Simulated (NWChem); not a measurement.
System: C₂H₄O₃Si; SMILES C1(=O)O[SiH2]CO1

The following NWChem deck was run.

```
start job
memory heap 200 mb stack 900 mb global 1100 mb
geometry units angstroms noautosym nocenter noautoz
  O     -0.400719    -2.300015     0.000000
  C     -0.144779    -1.142134     0.000000
  O      1.127562    -0.679427     0.000000
  C      1.327742     0.730072     0.000000
  Si    -0.444558     1.419415     0.000000
  O     -1.070100    -0.156809     0.000000
  H      1.915383     1.006415     0.889823
  H      1.915383     1.006415    -0.889823
  H     -0.854498     2.153612    -1.224523
  H     -0.854498     2.153612     1.224523
end
basis spherical
  O library sto-3g
  C library sto-3g
  Si library sto-3g
  H library sto-3g
end
dft
  xc b3lyp
  iterations 150
end
property
  response 1 0.0773
end
task dft property
```

Excerpt of the output:

```
             Northwest Computational Chemistry Package (NWChem) 7.3.0
             --------------------------------------------------------

                             Geometry "geometry" -> ""
                             -------------------------

 Output coordinates in angstroms (scale by  1.889725989 to convert to a.u.)

  No.       Tag          Charge          X              Y              Z
 ---- ---------------- ---------- -------------- -------------- --------------
    1 O                    8.0000    -0.40071900    -2.30001500     0.00000000
    2 C                    6.0000    -0.14477900    -1.14213400     0.00000000
    3 O                    8.0000     1.12756200    -0.67942700     0.00000000
    4 C                    6.0000     1.32774200     0.73007200     0.00000000
    5 Si                  14.0000    -0.44455800     1.41941500     0.00000000
    6 O                    8.0000    -1.07010000    -0.15680900     0.00000000
    7 H                    1.0000     1.91538300     1.00641500     0.88982300
    8 H                    1.0000     1.91538300     1.00641500    -0.88982300
    9 H                    1.0000    -0.85449800     2.15361200    -1.22452300
   10 H                    1.0000    -0.85449800     2.15361200     1.22452300

 Effective nuclear repulsion energy (a.u.)     306.1728340611

                              NWChem Property Module
                              ----------------------

                                 NWChem DFT Module
                                 -----------------

 Summary of "ao basis" -> "ao basis" (spherical)
 ------------------------------------------------------------------------------
       Tag                 Description            Shells   Functions and Types
 ---------------- ------------------------------  ------  ---------------------
 O                           sto-3g                  3        5   2s1p
 C                           sto-3g                  3        5   2s1p
 Si                          sto-3g                  5        9   3s2p
 H                           sto-3g                  1        1   1s

            General Information
            -------------------
          SCF calculation type: DFT
          Wavefunction type:  closed shell.
          No. of atoms     :    10
          No. of electrons :    54
           Alpha electrons :    27
            Beta electrons :    27
          Charge           :     0
          Spin multiplicity:     1
          Use of symmetry is: off; symmetry adaption is: off
          Maximum number of iterations: 150
          AO basis - number of functions:    38
                     number of shells:    24
          Convergence on energy requested:  1.00D-06
          Convergence on density requested:  1.00D-05
          Convergence on gradient requested:  5.00D-04

              XC Information
              --------------
                         B3LYP Method XC Potential
                     Hartree-Fock (Exact) Exchange  0.200
                        Slater Exchange Functional  0.800 local
                    Becke 1988 Exchange Functional  0.720 non-local
              Lee-Yang-Parr Correlation Functional  0.810
                  VWN I RPA Correlation Functional  0.190 local

             Grid Information
             ----------------
          Grid used for XC integration:  medium
          Radial quadrature: Mura-Knowles
          Angular quadrature: Lebedev.
          Tag              B.-S. Rad. Rad. Pts. Rad. Cut. Ang. Pts.
          ---              ---------- --------- --------- ---------
          O                   0.60       49          11.0       434
          C                   0.70       49          10.0       434
          Si                  1.10       88           8.0       590
          H                   0.35       45          10.0       434
          Grid pruning is: on
          Number of quadrature shells:   513
          Spatial weights used:  Erf1

      Superposition of Atomic Density Guess
      -------------------------------------

 Sum of atomic energies:        -583.00714946

      Non-variational initial energy
      ------------------------------

 Total energy =    -583.867120
 1-e energy   =   -1423.517416
 2-e energy   =     533.477461
 HOMO         =      -0.158011
 LUMO         =       0.315815

   convergence    iter        energy       DeltaE   RMS-Dens  Diis-err
 ---------------- ----- ----------------- --------- --------- ---------
 d= 0,ls=0.0,diis     1   -586.0792335875 -8.92D+02  8.54D-02  1.72D+00
 d= 0,ls=0.0,diis     2   -585.4424348770  6.37D-01  6.44D-02  7.04D+00
 d= 0,ls=0.0,diis     3   -586.3080719449 -8.66D-01  1.84D-02  3.54D-01
 d= 0,ls=0.0,diis     4   -586.3577241981 -4.97D-02  4.21D-03  3.15D-02
 d= 0,ls=0.0,diis     5   -586.3621823755 -4.46D-03  1.02D-03  9.44D-04
  Resetting Diis
 d= 0,ls=0.0,diis     6   -586.3623367401 -1.54D-04  2.80D-04  8.27D-05
 d= 0,ls=0.0,diis     7   -586.3623492813 -1.25D-05  1.19D-04  4.64D-06
 d= 0,ls=0.0,diis     8   -586.3623487102  5.71D-07  7.49D-05  8.86D-06
 d= 0,ls=0.0,diis     9   -586.3623499384 -1.23D-06  1.52D-05  2.83D-07
 d= 0,ls=0.0,diis    10   -586.3623499841 -4.57D-08  3.47D-06  1.12D-08

[...]

 DFT Linear Response polarizability / au
 Frequency  =       0.0773000 / au
 Wavelength =     589.4353558 / nm
              X              Y              Z
 -----------------------------------------------
 X      25.5883997      0.1096787     -0.0000000
 Y       0.1097834     40.8895767      0.0000000
 Z       0.0000000      0.0000000     18.0576126
 -----------------------------------------------
 Eigenvalues =      25.5876136     40.8903628     18.0576126
 Isotropic   =      28.1785296
 Anisotropic =      20.1520413
 -----------------------------------------------

 Magnetic Dipole Response Matrix (nonzero elements):

 Exiting AOResponse driver routine
```

Level: B3LYP/STO-3G. STO-3G and 3-21G are far too small for this property and stand as cheap habits. The geometry was optimised at PBE0/def2-SVP.
